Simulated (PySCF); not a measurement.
# Two-component Hartree-Fock for Mo³⁶⁺ (molybdenum, charge +36)

Start: [He] 2s2 2p2; 2p1/2 filled at m_j = -1/2, +1/2. Calculated with PySCF 2.14 in an uncontracted even-tempered set (17 s from 16 bohr⁻², ratio 2.4; 12 p from 20 bohr⁻², ratio 2.4; 5 d from 69 bohr⁻², ratio 2.6; 4 f from 100 bohr⁻², ratio 2.6): generalised Hartree-Fock with the X2C-1e Hamiltonian and a Gaussian nucleus; one run each with spin-orbit coupling (SO) switched off, then screened by Boettger's factors.

| spinor shell | electrons | ε, spin-free (eV) | ε, screened SO (eV) | weight of nominal j (screened SO) | rms radius, screened SO (bohr) |
| --- | --- | --- | --- | --- | --- |
| 1s1/2 | 2 | -22872.6 | -22863.2 | 1.000 | 0.0402 |
| 2s1/2 | 2 | -5217.9 | -5215.0 | 1.000 | 0.158 |
| 2p1/2 | 2 | -5034.5 | -5095.6 | 1.000 | 0.135 |

```
   quantity    spin-free  screened SO
E (hartree)  -2570.20346  -2575.52026
        M_J            0            0
       ⟨J²⟩        2.000        0.000
       ⟨L²⟩        2.000        1.333
       ⟨S²⟩        2.000        1.333
```

Breit and QED terms are absent; they matter most for the inner s and p1/2 levels.

Densities and radii are taken from the X2C orbitals without a picture-change correction, which distorts them close to the nucleus.

Without spin-orbit coupling the j labels of p, d and f shells carry no meaning; the spin-free column gives the mean over the occupied spinors of each nl shell.
